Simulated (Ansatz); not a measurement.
C₃H₈Te (`CCC[TeH]`), relaxed with RKS PBE0-D4/def2-TZVP in Ansatz from a PBE-D4/def2-SVP geometry. The force threshold is 0.005 eV/Å; the program also tests the step.

Total charge 0; spin multiplicity 1. Te: def2 effective core potential.

Start:

```xyz
12

C    -1.172   -0.404    1.176
C     0.111    0.259    0.663
C     0.349   -0.015   -0.820
Te    2.192    0.973   -1.504
H    -1.327   -0.198    2.254
H    -1.138   -1.506    1.046
H    -2.064   -0.032    0.631
H     0.980   -0.105    1.254
H     0.058    1.356    0.838
H    -0.479    0.376   -1.444
H     0.468   -1.097   -1.021
H     2.023    0.392   -3.074
```

Problem. By how much does the energy fall, and how many steps does the optimiser take? (Estimate.)

Solution. Computed: 5.39 kJ/mol, in 5 steps.

Problem. Which bonds change most? (Best estimate.)

Solution. The calculation gave: C3–Te4 from 2.200 to 2.156 Å; Te4–H12 from 1.682 to 1.658 Å; C3–H10 from 1.108 to 1.090 Å; C3–H11 from 1.107 to 1.090 Å.

Problem. Give the relaxed structure. (Best estimate.)

Solution. The calculation gave: 
```xyz
12

C    -1.159   -0.401    1.164
C     0.114    0.260    0.657
C     0.343   -0.016   -0.816
Te    2.154    0.946   -1.480
H    -1.314   -0.196    2.226
H    -1.118   -1.486    1.035
H    -2.035   -0.035    0.622
H     0.970   -0.100    1.237
H     0.058    1.341    0.826
H    -0.474    0.373   -1.424
H     0.452   -1.083   -1.007
H     2.009    0.396   -3.038
```
